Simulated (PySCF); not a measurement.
How methods differ on the excitation energy of Ir⁺

Ir⁺ [Xe] 4f14 5d7 6s1 (5F) → Ir⁺ [Xe] 4f14 5d6 6s1 6p1 (high-spin determinant), as a difference of total energies. Computed with PySCF 2.14 in aug-cc-pVTZ-PP with ECP60MDF, with scalar relativity through the core potential. Correlated levels: valence: 5s2 5p6 frozen. The calculations carry no spin-orbit coupling.

```tsv
method	excitation energy (eV)
UHF	5.140
MP2 (valence)	6.386
SCS-MP2 (valence)	6.747
CCSD (valence)	6.226
CCSD(T) (valence)	6.270
```

Task: How much does correlation contribute at CCSD(T) (valence)?

Result: 6.270 − (5.140) = 1.130 eV, measured against UHF.

The determinant of the upper state mixes LS terms, which raises its energy above the lowest term, most at the Hartree-Fock and MP2 levels.
